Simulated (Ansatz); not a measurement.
`O[SiH2][SiH2]P` + `F[SiH2][SiH2]Cl` → `O[SiH2][SiH2][SiH2]Cl` + `F[SiH2]P`  (redistribution)

Isolated molecules relaxed with PBE0-D4/def2-TZVP in Ansatz; ΔE leaves out vibrations. CCSD(T)/CBS adds triple-zeta CCSD(T) − MP2 to the extrapolated MP2 energy (def2 sets, frozen cores). This one scheme is used for every species. Functionals use def2-TZVPP. B3LYP here is the variant with VWN-RPA as its local correlation; programs differ in this. One conformer a species, not always the lowest.

Is it downhill or uphill in electronic energy at CCSD(T)/CBS, and by how much? (An estimate is asked.)

Computed: Downhill: ΔE = -9.9 kJ/mol.

What do these levels give: PBE-D4, r2SCAN-D4, PBE0-D4, B3LYP-D4, ωB97M-V, PBE, r2SCAN, HF/def2-TZVPP, MP2/def2-TZVPP, MP2/def2-QZVPP, HF/CBS(def2), MP2/CBS(def2)? (Best estimate.)

Computed: PBE-D4 -10.7, r2SCAN-D4 -12.0, PBE0-D4 -10.1, B3LYP-D4 -7.7, ωB97M-V -10.2, PBE -11.7, r2SCAN -12.2, HF/def2-TZVPP -6.2, MP2/def2-TZVPP -10.0, MP2/def2-QZVPP -9.8, HF/CBS(def2) -6.4, MP2/CBS(def2) -9.7 kJ/mol.

Largest T1 diagnostic among the species: 0.013.

In def2-TZVPP, CCSD(T) changes the Hartree–Fock value by −4.0 kJ/mol (the triples alone add −0.8 kJ/mol) and MP2 by −3.8 kJ/mol.
